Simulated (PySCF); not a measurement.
Computed IR spectrum (relative IR intensity) of a molecule C₃H₈O₂Si. The structure is a stationary point at PBE-D3(BJ)/def2-SVP. The values are those of a single conformer. Level of theory: PBE-D3(BJ)/def2-SVP in PySCF 2.14.0. Frequencies are harmonic and unscaled.

```
ν (cm⁻¹)  relative intensity
--------  ------------------
82                       3.8
129                      2.0
205                      4.2
270                      2.3
341                       99
492                      7.6
572                      4.6
580                      3.8
727                       10
746                      7.3
751                       25
814                       12
850                       58
908                       22
1005                      64
1021                      58
1114                      23
1141                     3.8
1330                      24
1401                     2.4
2112                     100
2903                      27
2914                      43
2926                      29
3008                      14
3015                      10
3019                     6.2
3695                      16
```

Problem. Pick the molecule that these values belong to.
A. C[Si@]1(O)CCO1
B. CC[Si@H](O)C=O
C. C[Si]1(C)OCO1
D. OC[SiH]1COC1

Solution. D, OC[SiH]1COC1
